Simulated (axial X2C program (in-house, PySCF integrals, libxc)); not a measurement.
## Bond lengths and stretching modes, held linear, of HfCO

Computed with an in-house all-electron X2C program for linear molecules (integrals from PySCF): two-component X2C with atomic mean-field Coulomb and Gaunt terms, Gaussian nuclei, basis Hf dyall-v3z, C dyall-v3z, O dyall-av3z with contracted cores. Spin-free rows use the one-electron spin-free X2C Hamiltonian.

Masses Hf 179.947, C 12.000, O 15.995 u. States: 2c Ω = 1 (beyond evenly filled blocks: ω = -1/2, ω = 3/2); spin-free M_S = 1, Λ = 0 (beyond evenly filled blocks: π+α, π-α).

HF, spin-free: energies above the lowest point

```
r(Hf–C) (Å)  r(C–O) (Å)  E (meV)
     2.0007      1.1320   109.92
     2.0007      1.1610   139.07
     2.0007      1.1900   247.46
     2.0520      1.1320    32.10
     2.0520      1.1610    75.67
     2.0520      1.1900   198.02
     2.0520      1.2191   384.43
     2.1033      1.1320     0.00
     2.1033      1.1610    57.51
     2.1033      1.1900   193.48
     2.1546      1.1610    73.12
     2.1546      1.2191   434.84
```

Q: Fit a quadratic surface with cubic terms in each bond: where is the minimum, and what are the two stretching wavenumbers?

A: At HF, spin-free: bonds 2.130 and 1.126 Å; harmonic stretches 342.0 and 2074.2 cm⁻¹; force constants 1.68, 18.5 and coupling 1.46 mdyn/Å.

The other levels and Hamiltonians give:

| Hamiltonian | level | r(Hf–C) (Å) | r(C–O) (Å) | lower stretch (cm⁻¹) | upper stretch (cm⁻¹) |
| --- | --- | --- | --- | --- | --- |
| 2c | PBE0 | 2.052 | 1.160 | 420.0 | 1952.2 |
| 2c | HF | 2.176 | 1.122 | 216.4 | 2074.9 |
| 2c | B3LYP | 2.070 | 1.163 | 404.0 | 1914.9 |
| spin-free | PBE0 | 2.053 | 1.160 | 422.0 | 1951.9 |
| spin-free | B3LYP | 2.071 | 1.163 | 406.9 | 1914.4 |
| spin-free | MP2 | 2.079 | 1.166 | 378.9 | 1912.2 |

Each state is one determinant, the lowest of a limited PBE0 search; the stretches come from a fit to these few points and carry an uncertainty of a few per cent. Other orders of the atoms were not compared. Left out for rough or failed fits: MP2 2c. The levels spread by more than a fifth, so the stretches depend strongly on the method. MP2 freezes inner shells (threshold -2 hartree). The molecule was held linear; bending was not examined, so a bent shape may lie lower. Open-shell Ω = 0 determinants with evenly filled partner blocks cannot be reached by this program, so the Ω shown need not be the lowest component. Note: several unpaired electrons, one determinant need not be a pure state.
